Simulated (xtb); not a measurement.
xtb input:

```bash
xtb mol.xyz --gfn 1 --sp --chrg -1 --uhf 0
```
mol.xyz:
```
9

C     -1.81838762     0.65502594     0.39951413
C     -1.05814388    -0.46943758     0.27022932
B      0.41416476    -0.17791716    -0.08972055
O      0.76751963     1.14209730    -0.23158128
O      1.40647009    -1.14653733    -0.28061647
H     -2.87580514     0.43395871     0.65855049
H     -1.43165227    -1.49828633     0.40391924
H     -0.12666442     1.57156083    -0.03988611
H      2.23056934    -0.69565725    -0.49485952
```

Predict the final energy.

-17.39872 Eh (GFN1-xTB).

It need not be the lowest isomer of its formula. Whether it binds its extra electron was not tested at this geometry.
